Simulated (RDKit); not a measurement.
Input file for RDKit: MMFF94 on C2H2O2 (SMILES O=CC=O), a point of a torsion scan.

```python
from rdkit import Chem
from rdkit.Chem import AllChem, rdDetermineBonds

blocks = [
'''6

O     1.53816198   -0.07470243   -0.90278020
C     0.75738305   -0.06212029   -0.00006072
C    -0.74973932   -0.00658700   -0.12213484
O    -1.44294794   -0.80855483   -0.67073269
H     1.07846117   -0.07368777    1.06420179
H    -1.16575940    0.88904229    0.38842519
''',
]
mol = None
for b in blocks:
    f = Chem.MolFromXYZBlock(b)
    rdDetermineBonds.DetermineBonds(f, charge=0)
    mol = f if mol is None else Chem.CombineMols(mol, f)
Chem.SanitizeMol(mol)
print(Chem.MolToSmiles(Chem.RemoveHs(mol)))
ff = AllChem.MMFFGetMoleculeForceField(mol, AllChem.MMFFGetMoleculeProperties(mol), nonBondedThresh=100.0, ignoreInterfragInteractions=False)
e = ff.CalcEnergy()
print(f'MMFF94 energy {e:.6f} kcal/mol')
```

It printed:

```
O=CC=O
MMFF94 energy 25.457468 kcal/mol
```

The run finished.

Cost: very roughly 0.05 core-seconds.
